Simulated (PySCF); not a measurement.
## Working out the electron affinity of Pd

Pd⁻ [Kr] 4d10 5s1 (2S) → Pd [Kr] 4d10 (1S). All numbers are calculated (PySCF 2.14, a scalar-relativistic core potential, in aug-cc-pwCVDZ-PP with ECP28MDF (6s6p5d3f, 70 functions)). Frozen: nothing. Energies in hartree (1 hartree = 27.21139 eV):

```json
{"part": "UHF", "Pd⁻ (lower)": "-126.598034", "Pd (upper)": "-126.608035"}
{"part": "CCSD correlation", "Pd⁻ (lower)": "-0.603462", "Pd (upper)": "-0.580461"}
{"part": "(T)", "Pd⁻ (lower)": "-0.025671", "Pd (upper)": "-0.021026"}
```

Problem. What does Hartree-Fock give?

Solution. (-126.608035) − (-126.598034) = -0.010001 hartree = -0.272 eV.

Problem. What do CCSD and CCSD(T) give?

Solution. The CCSD correlation energies differ by 0.023001 hartree = 0.626 eV and the triples by 0.004645 hartree = 0.126 eV, so CCSD gives 0.354 eV and CCSD(T) 0.480 eV.

Reference: 0.562 eV (measured; photodetachment measurements, as compiled on the Wikipedia data page of electron affinities).

A double-zeta basis recovers only part of the correlation energy.

The coupled-cluster amplitudes are large, so a single reference is strained.

What remains against the reference includes basis incompleteness and higher excitations.
